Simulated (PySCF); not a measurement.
Geometry:
```csv
atom,x (Å),y (Å),z (Å)
C1,-1.449,2.382,0.907
C2,-1.594,1.425,0.175
C3,-1.719,0.261,-0.680
C4,-2.484,-0.899,-0.073
C5,-1.989,-2.137,-0.206
C6,-0.685,-2.337,-0.932
Si7,-0.037,-0.572,-1.071
O8,1.087,-0.239,0.089
Si9,1.562,0.516,1.488
H10,-1.329,3.235,1.548
H11,-2.189,0.566,-1.635
H12,-3.425,-0.702,0.451
H13,-2.526,-2.999,0.206
H14,-0.840,-2.799,-1.924
H15,0.003,-3.002,-0.384
H16,0.524,-0.186,-2.395
H17,0.565,0.305,2.578
H18,1.768,1.976,1.264
H19,2.862,-0.094,1.898
```

Geometry: PBE0-D3(BJ)/def2-SVP; GIAO shifts from PySCF 2.14.0 with density-fitted response routines, gas phase, non-relativistic, averaged over equivalent atoms.

At mPW1PW91/pcSseg-1 (217 basis functions, 40 s wall time on 1 thread of an Intel Xeon Platinum 8488C, shared host):
```json
{"atoms": "C4", "δ (ppm)": "141.4"}
{"atoms": "C5", "δ (ppm)": "139.7"}
{"atoms": "C2", "δ (ppm)": "86.2"}
{"atoms": "C1", "δ (ppm)": "76.6"}
{"atoms": "C3", "δ (ppm)": "24.0"}
{"atoms": "C6", "δ (ppm)": "21.8"}
{"atoms": "Si7", "δ (ppm)": "9.3"}
{"atoms": "Si9", "δ (ppm)": "-38.5"}
{"atoms": "O8", "δ (ppm)": "18.2"}
{"atoms": "H13", "δ (ppm)": "6.10"}
{"atoms": "H12", "δ (ppm)": "6.01"}
{"atoms": "H16", "δ (ppm)": "5.28"}
{"atoms": "H17/H18/H19", "δ (ppm)": "5.06"}
{"atoms": "H11", "δ (ppm)": "2.50"}
{"atoms": "H10", "δ (ppm)": "2.00"}
{"atoms": "H15", "δ (ppm)": "1.58"}
{"atoms": "H14", "δ (ppm)": "1.38"}
```

δ = σ(ref) − σ, references computed at the same level: 13C (183.54 ppm) and 29Si (350.83 ppm) and 1H (31.32 ppm) vs TMS; 17O (333.30 ppm) against H2O.

Task: What do these become at PBE0/pcSseg-1?

Result: 
```csv
atoms,δ at PBE0/pcSseg-1,change
C4,141.4,+0.0
C5,139.7,+0.0
C2,86.6,+0.4
C1,76.9,+0.3
C3,24.3,+0.3
C6,21.9,+0.1
Si7,9.7,+0.4
Si9,-38.4,+0.1
O8,19.0,+0.8
H13,6.12,+0.02
H12,6.03,+0.02
H16,5.33,+0.05
H17/H18/H19,5.12,+0.06
H11,2.52,+0.02
H10,2.00,+0.00
H15,1.59,+0.01
H14,1.39,+0.01
```

Scale: 13C (184.41 ppm) and 29Si (351.99 ppm) and 1H (31.27 ppm) vs TMS; H2O for 17O (334.56 ppm) (reference shieldings calculated alike).

The largest change is at O8 (oxygen bonded to 2 Si). Cost: 217 basis functions, 54 s wall time on 1 thread of an Intel Xeon Platinum 8488C, shared host. The order of the carbon signals is the same at both levels.

Experimental scales use liquid or dissolved standards, which lie at an offset from isolated H2O (liquid H2O: subtract about 36 ppm).
